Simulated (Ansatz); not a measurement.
Relaxation of Cl₃H₂Si (6 atoms, charge 0, multiplicity 2), to a largest force component of 0.03 eV/Å in at most 50 steps.

Level of theory: UKS PBE0-D4/def2-SVP (Ansatz).

```xyz
6
Properties=species:S:1:pos:R:3:forces:R:3
H -1.442 -1.144 0.873 0.14 2.23 -0.99
Si 0.258 0.604 -0.337 0.08 0.08 -0.05
Cl 0.903 -0.783 -1.718 -0.02 0.03 0.02
Cl 1.585 0.639 1.239 -0.03 0.01 -0.03
Cl 0.193 2.469 -1.219 0.02 -0.06 0.02
H -1.497 -1.784 1.162 -0.19 -2.29 1.04
```

Q: Where does it end, and by what steps?

A: It converged. The force dipped under the threshold on the way, but the program's further checks kept it going. After 10 steps the energy has fallen by 0.087 eV; H1 moved furthest, 0.38 Å.

```json
{"step": "0", "energy less start (eV)": "0.0000", "largest force component (eV/Å)": "2.291", "accepted": "yes"}
{"step": "1", "energy less start (eV)": "-0.0805", "largest force component (eV/Å)": "0.370", "accepted": "yes"}
{"step": "2", "energy less start (eV)": "-0.0844", "largest force component (eV/Å)": "0.010", "accepted": "yes"}
{"step": "3", "energy less start (eV)": "-0.0849", "largest force component (eV/Å)": "0.116", "accepted": "yes"}
{"step": "4", "energy less start (eV)": "-0.0851", "largest force component (eV/Å)": "0.028", "accepted": "yes"}
{"step": "5", "energy less start (eV)": "-0.0853", "largest force component (eV/Å)": "0.006", "accepted": "yes"}
{"step": "6", "energy less start (eV)": "-0.0804", "largest force component (eV/Å)": "0.563", "accepted": "no"}
{"step": "7", "energy less start (eV)": "-0.0854", "largest force component (eV/Å)": "0.175", "accepted": "yes"}
{"step": "8", "energy less start (eV)": "-0.0832", "largest force component (eV/Å)": "0.262", "accepted": "no"}
{"step": "9", "energy less start (eV)": "-0.0863", "largest force component (eV/Å)": "0.034", "accepted": "yes"}
{"step": "10", "energy less start (eV)": "-0.0875", "largest force component (eV/Å)": "0.017", "accepted": "yes"}
```

```xyz
6
Properties=species:S:1:pos:R:3
H -1.747 -1.301 1.031
Si 0.319 0.717 -0.404
Cl 0.925 -0.713 -1.757
Cl 1.610 0.712 1.201
Cl 0.368 2.568 -1.307
H -1.474 -1.982 1.236
```

Whether the end is a true minimum wasn't checked by a vibrational analysis.

Run time: 26 s on 2 threads of Arm Neoverse V2 (shared host), peak memory 0.25 GiB.
